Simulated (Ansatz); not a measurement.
`[SH][Sn][SH]`, charge 0, multiplicity 1.

Question: Give a relaxed structure at PBE0-D4/def2-TZVP (Ansatz). (Best estimate.)

Answer: Ansatz gave: 
Z-matrix (Å, degrees):
```
S
Sn 1 2.431
H 1 1.344 2 94.1
S 2 2.432 1 94.5 3 -180.0
H 4 1.344 2 96.4 1 0.0
```
Point group Cs.
